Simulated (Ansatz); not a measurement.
Program: Ansatz. Geometries: PBE0-D4/def2-TZVP. ΔE: electronic, gas phase. CCSD(T)/CBS is the MP2 limit (def2-TZVPP, def2-QZVPP) plus CCSD(T) − MP2 in def2-TZVPP, frozen cores. DFT in def2-TZVPP. def2 core potentials past Kr. For As, In outer-core shells are correlated without core-valence functions, which leaves a few kJ/mol of doubt a bond. Scalar relativity is left out up to krypton. One conformer a species, not always the lowest.

`O[CH2][InH][OH]` + `N[AsH2]` → `N[AsH]CO` + `[OH][InH2]`  (substitution at a C–In bond)

| level | ΔE (kcal/mol) | difference from CCSD(T)/CBS |
| --- | --- | --- |
| PBE-D4 | 0.3 | 0.0 |
| revPBE-D4 | -0.8 | -1.1 |
| BLYP-D4 | 0.4 | 0.1 |
| PBE0-D4 | -0.5 | -0.8 |
| r2SCAN0-D4 | -0.6 | -0.9 |
| BHLYP | -0.8 | -1.1 |
| RPA@PBE/def2-TZVPP | -0.9 | -1.2 |
| CCSD/def2-TZVPP | -1.1 | -1.4 |
| CCSD(T)/def2-TZVPP | -0.8 | -1.1 |
| MP2/CBS(def2) | 1.0 | 0.7 |
| CCSD(T)/CBS | 0.3 | 0 |

Largest T1 diagnostic among the species: 0.017.

In def2-TZVPP, CCSD(T) changes the Hartree–Fock value by +3.2 kcal/mol (the triples alone add +0.3 kcal/mol) and MP2 by +3.9 kcal/mol. From BLYP to BHLYP (50 % exact exchange), in def2-TZVPP and without D4, ΔE moves by −1.8 kcal/mol.

CCSD(T)/CBS has its own doubt, a few kJ/mol and more with outer-core shells, so smaller differences from it don't rank the levels.
